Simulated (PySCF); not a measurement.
ethylene carbonate anion (C3H4O3), SMILES O=C1OCCO1 (connectivity only; charge and spin as stated), charge -1, multiplicity 2.

Geometry optimised at B3LYP-D3(BJ)/def2-SVPD. The spin state was assumed, not searched. Other conformers were not sampled.

Calculation: B3LYP-D3(BJ)/def2-SVPD in PySCF.

Harmonic, unscaled wavenumbers; measured fundamentals usually lie a few per cent lower.

```tsv
mode	ν (cm⁻¹)	IR (km/mol)	moving atoms (share of kinetic energy)
1	53	1.0	O 44 %, H 34 %, C 22 %
2	204	2.0	O 55 %, H 26 %, C 19 %
3	384	29.5	O 86 %
4	596	36.9	O 57 %, C 39 %
5	623	33.0	C 53 %, O 37 %, H 10 %
6	641	67.1	O 81 %, C 16 %
7	712	82.4	C 76 %, O 23 %
8	781	87.6	C 42 %, H 41 %, O 16 %
9	889	59.4	H 45 %, C 30 %, O 25 %
10	932	7.9	C 66 %, H 31 %
11	1092	125.7	C 51 %, O 41 %, H 8 %
12	1113	41.9	C 49 %, O 37 %, H 14 %
13	1145	14.6	H 50 %, C 40 %, O 10 %
14	1209	4.4	H 89 %, C 8 %
15	1231	7.1	H 86 %, C 9 %
16	1338	4.8	H 72 %, C 25 %
17	1352	3.1	H 77 %, C 20 %
18	1472	1.1	H 91 %, C 8 %
19	1493	9.5	H 91 %, C 8 %
20	1599	592.8	C 61 %, O 38 %
21	2910	71.6	H 93 %
22	2932	238.1	H 95 %
23	2956	114.5	H 91 %, C 9 %
24	3030	98.3	H 92 %, C 8 %
```
